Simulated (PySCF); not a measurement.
How methods differ on the interval between two levels of Ni

Ni [Ar] 3d8 4s2 [3F4, M_J = 4] → Ni [Ar] 3d10, as a difference of total energies. Computed with PySCF 2.14 in x2c-TZVPall-2c with one added diffuse shell each of s, p, d type (7s8p5d1f, 63 functions), with the two-component X2C-1e Hamiltonian. Correlated levels: [Ne] frozen; the 6 highest virtual spinors dropped. "Screened" scales the spin-orbit matrix elements by Boettger's factors to mimic the two-electron term; Breit and QED terms are absent.

```json
{"method": "GHF (spin-free)", "interval between two levels (cm⁻¹)": "49368"}
{"method": "GMP2 (spin-free)", "interval between two levels (cm⁻¹)": "-7089.4"}
{"method": "GHF (screened spin-orbit)", "interval between two levels (cm⁻¹)": "50384"}
{"method": "GMP2 (screened spin-orbit)", "interval between two levels (cm⁻¹)": "-6036.7"}
```

The labels give the starting determinants; with spin-orbit coupling the two ends relaxed to ⟨J²⟩ = 20.01, ⟨L²⟩ = 12.01, ⟨S²⟩ = 2.00 and ⟨J²⟩ = 0.00, ⟨L²⟩ = 0.00, ⟨S²⟩ = 0.00.
